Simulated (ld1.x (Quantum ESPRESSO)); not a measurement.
**Varying the PAW potential for neon (Ne)**

Base potential:

ld1.x (Quantum ESPRESSO) 7.5 input, shortened:

```
&input
   title='Ne', zed=10., rel=0, dft='PBE', iswitch=3,
   config='[He] 2s2 2p6'
 /
 &inputp
   pseudotype=3, lpaw=.true., tm=.true., lloc=-1, rcloc=0.55,
   nlcc=.true., new_core_ps=.true., rcore=0.55,
   which_augfun='PSQ', rmatch_augfun_nc=.true.
 /
4
2S  1  0   2.00   0.00  0.45  0.60  0.0
2S  1  0   0.00  -2.25  0.45  0.60  0.0
2P  2  1   6.00   0.00  0.75  0.80  0.0
2P  2  1   0.00   0.80  0.75  0.80  0.0
 &test
   configts(1)='2s2 2p6'
 /
```

Cutoffs, loose and tight: the cutoffs (Ry, on a coarse ladder) from which the occupation-weighted sum of valence levels, in a spherical-Bessel basis at the reference potential, stays within 10 and 1 mRy of its value at 400 Ry. They do not see the model core or the augmentation charge, which bear on the density cutoff. Test errors are all-electron minus pseudo excitation energies from the reference, over the configurations 2s2 2p5; 2s2 2p4; 2s2 2p3; 2s2 2p2; 2s1 2p6; 2s2 2p5.5. A dash means not determined; rows that change the core or the reference have their own tests.

A true bound ghost makes a file unfit for plane-wave use even where its test errors are small: the radial tests pick states by their node count and pass the ghost by.

| change | outcome | cutoff, loose | cutoff, tight | bound ghosts | largest test error (meV) |
| --- | --- | --- | --- | --- | --- |
| base | generated | 120 Ry | 230 Ry | none | -30 |
| waves 2s (bound): rcut 0.36, rcutus 0.38 bohr; 2s channel at -2.25 Ry: rcut 0.36, rcutus 0.38 bohr | failed: run_pseudo: Errors in PS-KS equation | – | – | – | – |
| waves 2s (bound): rcut 0.45, rcutus 0.50 bohr; 2s channel at -2.25 Ry: rcut 0.45, rcutus 0.50 bohr | generated | 120 Ry | 300 Ry | s | -31 |
| waves 2s (bound): rcut 0.45, rcutus 0.56 bohr; 2s channel at -2.25 Ry: rcut 0.45, rcutus 0.56 bohr | generated | 120 Ry | 230 Ry | none | -31 |
| waves 2s (bound): rcut 0.45, rcutus 0.68 bohr; 2s channel at -2.25 Ry: rcut 0.45, rcutus 0.68 bohr | generated | 120 Ry | 230 Ry | none | -28 |
| waves 2s (bound): rcut 0.45, rcutus 0.84 bohr; 2s channel at -2.25 Ry: rcut 0.45, rcutus 0.84 bohr | generated | 120 Ry | 200 Ry | none | -16 |
| waves 2s (bound): rcut 0.45, rcutus 0.90 bohr; 2s channel at -2.25 Ry: rcut 0.45, rcutus 0.90 bohr | generated | 120 Ry | 200 Ry | none | -6.6 |

**Question.** What comes out with this change to the base: waves 2s (bound): rcut 0.45, rcutus 0.78 bohr; 2s channel at -2.25 Ry: rcut 0.45, rcutus 0.78 bohr?

**Answer.** outcome: generated; cutoff, loose: 120 Ry; cutoff, tight: 230 Ry; bound ghosts: none; largest test error (meV): -23.

**Question.** What comes out with this change to the base: waves 2s (bound): rcut 0.44, rcutus 0.46 bohr; 2s channel at -2.25 Ry: rcut 0.44, rcutus 0.46 bohr?

**Answer.** outcome: failed: new_paw_hamiltonian: negative rho. Cause: the pseudo-density turned negative during the self-consistent test, most likely because a state had been found with a wrong node count and its wave set to zero before.

**Question.** What comes out with this change to the base: waves 2s (bound): rcut 0.45, rcutus 0.74 bohr; 2s channel at -2.25 Ry: rcut 0.45, rcutus 0.74 bohr?

**Answer.** outcome: generated; cutoff, loose: 120 Ry; cutoff, tight: 200 Ry; bound ghosts: none; largest test error (meV): -26.

Reading the sweep of the s radius (base included, trends over the rows without a ghost): The loose cutoff stays near 120 Ry. The median size of the test errors (rows with all tests solved) stays near 1.1 meV. Bound ghosts are found at 0.5 bohr. The generation fails at 0.38, 0.46 bohr.
